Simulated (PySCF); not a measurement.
## Electronic structure of P(2+) (phosphorus, charge +2) at the B3LYP level

Configuration: [Ne] 3s2 3p1, 2P determinant. Computed with PySCF 2.14 in pcseg-2, with no relativity, point nucleus.

```json
{
 "Total energy": "-340.1815 hartree",
 "One-electron energy": "-459.2696 hartree",
 "Hartree (Coulomb) energy": "141.6383 hartree",
 "Exchange-correlation energy": "-22.5503 hartree",
 "Kinetic energy": "339.81155 hartree",
 "⟨S²⟩": "0.7536",
 "⟨L²⟩": "2.012",
 "Sum of ⟨r⟩": "9.618 bohr",
 "Sum of ⟨r²⟩": "13.96 bohr²",
 "Traceless quadrupole moment −½Σ⟨3z² − r²⟩ along its main axis": "-1.73 e·bohr²",
 "Density at the nucleus (Gaussians lack the cusp)": "2140 bohr⁻³",
 "Spin density at the nucleus": "0.0804 bohr⁻³",
 "Langevin diamagnetic susceptibility": "-11.1 ×10⁻⁶ cm³/mol",
 "Time after the integrals": "0.09 s of wall time on 1 thread of AMD EPYC 9R45 96-Core Processor (shared host)"
}
```

| shell | electrons | mean orbital energy (eV) | spread (eV) | rms radius, mean of both spins (bohr) |
| --- | --- | --- | --- | --- |
| 1s α | 1 | -2122.4 | 0 | 0.121 |
| 1s β | 1 | -2122.2 | 0 | 0.121 |
| 2s α | 1 | -203.13 | 0 | 0.568 |
| 2s β | 1 | -202.95 | 0 | 0.568 |
| 2p α | 3 | -153.12 | 0.138 | 0.542 |
| 2p β | 3 | -152.86 | 0.642 | 0.542 |
| 3s α | 1 | -35.570 | 0 | 1.88 |
| 3s β | 1 | -34.250 | 0 | 1.88 |
| 3p α | 1 | -26.025 | 0 | 2.11 |
